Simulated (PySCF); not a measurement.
Screening by computed properties: pick the candidate that meets the target.

All species are isolated and taken at one optimised geometry, non-relativistic unless stated. Electronic properties by PySCF.

The conformers computed, where there is a choice (atom-mapped SMILES and torsion angles):
- `[CH3:1][O:2][C:3]([F:4])([F:5])[CH:6]([F:7])[F:8]`: C1–O2–C3–F4 55°, O2–C3–C6–F7 -59°
- `[CH3:1][O:2][C@@H:3]([F:4])[C:5]([F:6])([F:7])[F:8]`: C1–O2–C3–F4 69°, O2–C3–C5–F6 62°
- `[OH:1][CH2:2][C@@H:3]([F:4])[C:5]([F:6])([F:7])[F:8]`: O1–C2–C3–F4 -66°, C2–C3–C5–F6 53°, H–O1–C2–C3 58°
- `[CH:1]#[C:2][C:3](=[O:4])[C:5](=[CH2:6])[S:7][SiH3:8]`: C2–C3–C5–C6 0°, C3–C5–S7–Si8 1°

The conformers of `C#C[C@]12C=C[C@H](C=C1)C2` aren't listed.

Question: Wanted: HOMO energy between -10.4 eV and -9 eV (CAM-B3LYP/def2-SVPD) and lowest singlet excitation above 6 eV (TDDFT CAM-B3LYP/def2-SVPD), at GFN2-xTB geometries. Which candidate meets both?
A. `C#C[C@]12C=C[C@H](C=C1)C2`
B. `Fc1ncco1`
C. `CO[C@@H](F)C(F)(F)F`
D. `OC[C@@H](F)C(F)(F)F`
E. `C#CCC#CC(C)=O`
F. `C#CC1=COC=CC1`
G. `COC(F)(F)C(F)F`

Answer: D. Computed values:
```
                  species  HOMO energy  lowest singlet excitation
           COC(F)(F)C(F)F    -11.13 eV                    9.10 eV
      CO[C@@H](F)C(F)(F)F    -10.72 eV                    8.57 eV
      OC[C@@H](F)C(F)(F)F    -10.18 eV                    7.54 eV
            C#CCC#CC(C)=O     -9.25 eV                    4.11 eV
                 Fc1ncco1     -8.84 eV                    6.62 eV
C#C[C@]12C=C[C@H](C=C1)C2     -8.00 eV                    5.15 eV
            C#CC1=COC=CC1     -7.47 eV                    4.70 eV
```

Question: Wanted: static isotropic polarisability below 44 au (CAM-B3LYP/def2-SVPD) and electronic spatial extent ⟨r²⟩ about the centre of nuclear charge below 1200 bohr² (CAM-B3LYP/def2-SVPD), at GFN2-xTB geometries. Which candidate meets both?
A. `Fc1ncco1`
B. `COC(F)(F)C(F)F`
C. `C#CC1=COC=CC1`
D. `C#CC(=O)C(=C)S[SiH3]`

Answer: A. Computed values:
```csv
species,static isotropic polarisability,electronic spatial extent ⟨r²⟩ about the centre of nuclear charge
Fc1ncco1,41.6 au,414 bohr²
COC(F)(F)C(F)F,46.0 au,879 bohr²
C#CC1=COC=CC1,82.2 au,948 bohr²
C#CC(=O)C(=C)S[SiH3],111.3 au,1435 bohr²
```

Question: Wanted: smallest rotational constant between 1 GHz and 1.33 GHz (GFN2-xTB) and dipole moment above 2.7 D (CAM-B3LYP/def2-SVPD), at GFN2-xTB geometries. Which candidate meets both?
A. `C(=O)(C(=C)S[SiH3])C#C`
B. `COC(F)(F)C(F)F`
C. `C#CC1=COC=CC1`
D. `CO[C@@H](F)C(F)(F)F`
E. `Fc1ncco1`

Answer: D. Computed values:
```csv
species,smallest rotational constant,dipole moment
C(=O)(C(=C)S[SiH3])C#C,0.769 GHz,4.17 D
C#CC1=COC=CC1,1.196 GHz,0.90 D
CO[C@@H](F)C(F)(F)F,1.302 GHz,3.37 D
COC(F)(F)C(F)F,1.364 GHz,2.94 D
Fc1ncco1,2.792 GHz,2.51 D
```

Question: Wanted: lowest triplet excitation (Tamm–Dancoff) between 8 eV and 8.6 eV (TDA CAM-B3LYP/def2-SVPD) and HOMO–LUMO gap above 10 eV (CAM-B3LYP/def2-SVPD), at GFN2-xTB geometries. Which candidate meets both?
A. `C#CC1=COC=CC1`
B. `C(#C)[C@]12C[C@@H](C=C2)C=C1`
C. `CO[C@@H](F)C(F)(F)F`
D. `Fc1ncco1`
E. `COC(F)(F)C(F)F`
F. `C#CC(=O)C(=C)S[SiH3]`
G. `[C@@H](C(F)(F)F)(F)CO`

Answer: C. Computed values:
| species | lowest triplet excitation (Tamm–Dancoff) | HOMO–LUMO gap |
| --- | --- | --- |
| C#CC(=O)C(=C)S[SiH3] | 2.33 eV | 6.04 eV |
| C#CC1=COC=CC1 | 3.26 eV | 7.80 eV |
| C(#C)[C@]12C[C@@H](C=C2)C=C1 | 3.52 eV | 8.54 eV |
| Fc1ncco1 | 4.28 eV | 9.71 eV |
| [C@@H](C(F)(F)F)(F)CO | 7.17 eV | 11.12 eV |
| CO[C@@H](F)C(F)(F)F | 8.29 eV | 11.80 eV |
| COC(F)(F)C(F)F | 8.94 eV | 12.25 eV |
